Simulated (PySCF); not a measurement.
## Molecular orbitals of CsBi

PBE at R = 3.746 Å; Cs def2-SVP with ECP46, Bi def2-SVP with ECP60; scalar-relativistic core potentials (PySCF 2.14). State: ³Σ⁻ (triplet), unpaired electrons π ↑↑. Only the outer orbitals are listed, counted within each symmetry, core potentials removing the inner ones.

```csv
spin,orbital,occ.,ε (eV),on Cs (%),main shells (%)
α,3π,1,-13.74,100,100 Cs p
α,3π,1,-13.74,100,100 Cs p
α,5σ,1,-13.63,90,"90 Cs p, 10 Bi s"
α,6σ,1,-12.72,11,"89 Bi s, 10 Cs p"
α,4π,1,-3.65,5,95 Bi p
α,4π,1,-3.65,5,95 Bi p
α,7σ,1,-3.33,16,"84 Bi p, 13 Cs s"
α,8σ,0,-1.71,92,"84 Cs s, 9 Bi p"
α,5π,0,-0.47,100,"88 Cs p, 12 Cs d"
α,5π,0,-0.47,100,"88 Cs p, 12 Cs d"
β,3π,1,-13.75,100,100 Cs p
β,3π,1,-13.75,100,100 Cs p
β,5σ,1,-13.59,97,97 Cs p
β,6σ,1,-11.75,4,96 Bi s
β,7σ,1,-2.78,32,"68 Bi p, 29 Cs s"
β,4π,0,-2.27,12,88 Bi p
β,4π,0,-2.27,12,88 Bi p
β,8σ,0,-1.71,79,"65 Cs s, 21 Bi p, 11 Cs p"
```

Q: Which are the highest filled and the lowest empty level, where do they sit, and how wide is the gap?

A: Highest filled β 7σ at -2.78 eV (in %: 68 Bi p, 29 Cs s); lowest empty β 4π at -2.27 eV (in %: 88 Bi p); the gap at PBE is 0.51 eV.

The bond order (Mayer) is 0.93 and the ⟨S²⟩ is 2.039. The charge on Cs (Mulliken, basis-dependent) is 0.40 and the charge on Cs (Löwdin, basis-dependent) is 0.20. The dipole moment (positive dipole means Cs(−)Bi(+)) is -8.21 D, the polarisability along the bond is 341.0 bohr³ and the polarisability across the bond is 113.6 bohr³.

These are scalar-relativistic numbers at best; spin–orbit coupling would shift them, the dissociation energy most. The state is the lowest determinant that a PBE0 search found; another state may lie lower at other levels.
